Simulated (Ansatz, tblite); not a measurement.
Forces on Zr(NH2)F3 (ZrNF3H2) at its r2SCAN-D4/def2-SVP geometry. Total charge 0; singlet.

In the def2 sets Zr takes a core potential; there is no spin–orbit coupling. The xTB rows come from tblite.

GFN1-xTB (tblite), largest force 1.36 eV/Å:

```xyz
7
positions Å, forces eV/Å
Zr   -0.382   -0.677   -0.080   -0.108   -0.415   -0.123
N     0.564    1.092    0.161   -0.409   -0.751   -0.099
H     0.289    1.984   -0.250    0.064   -0.027    0.052
H     1.419    1.245    0.696   -0.053    0.053   -0.047
F    -2.185   -0.297   -0.586    1.271   -0.270    0.385
F    -0.174   -1.675    1.537   -0.177    0.718   -1.125
F     0.469   -1.671   -1.478   -0.589    0.693    0.957
```

GFN2-xTB (tblite), largest force 0.75 eV/Å:

```
Zr 0.043 -0.251 -0.137
N -0.255 -0.449 -0.051
H -0.072 0.133 -0.084
H 0.148 -0.004 0.098
F 0.643 -0.183 0.231
F -0.153 0.370 -0.593
F -0.353 0.384 0.536
```

PBE0-D4/def2-TZVP (Ansatz), largest force 0.38 eV/Å:

```
Zr 0.047 0.007 -0.024
N 0.187 0.318 0.037
H 0.052 -0.359 0.128
H -0.319 -0.109 -0.184
F 0.181 -0.059 0.071
F -0.053 0.102 -0.168
F -0.096 0.100 0.140
```
